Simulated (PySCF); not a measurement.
## Energy of Re⁺ (rhenium, charge +1) between two integer charges

The 6s alpha orbital of [Xe] 4f14 5d5 6s1 is emptied in steps (occupation f), with all orbitals relaxed, ending at [Xe] 4f14 5d5. Computed with PySCF 2.14 in aug-cc-pVDZ-PP with ECP60MDF (5s5p4d2f, 54 functions), with scalar relativity through the core potential. The exact energy is a straight line in f; departures are measured from the line between the end points of the same method.

Problem. Among PBE0, r2SCAN, LC-wPBE, which shows the largest delocalisation error (convex curve), and which is closest to linear?

Solution. Most convex: r2SCAN (-0.797 eV at f = 0.4); closest to linear: LC-wPBE (-0.030 eV).

```tsv
f	PBE0 (eV)	r2SCAN (eV)	LC-wPBE (eV)
1	0.000	0.000	0.000
0.8	-0.416	-0.530	-0.020
0.6	-0.625	-0.795	-0.029
0.4	-0.627	-0.797	-0.030
0.2	-0.419	-0.532	-0.020
0	0.000	0.000	0.000
```

```csv
method,E(f=0) − E(f=1) (eV),−ε at f=1 (eV),−ε at f=0.4 (eV)
PBE0,16.815,14.224,17.329
r2SCAN,17.136,13.821,17.792
LC-wPBE,16.502,16.379,16.525
```

Reference removal energy between the ground levels: 16.6 ± 0.5 eV (semi-empirical (NIST evaluation); NIST Atomic Spectra Database, ionization energies).
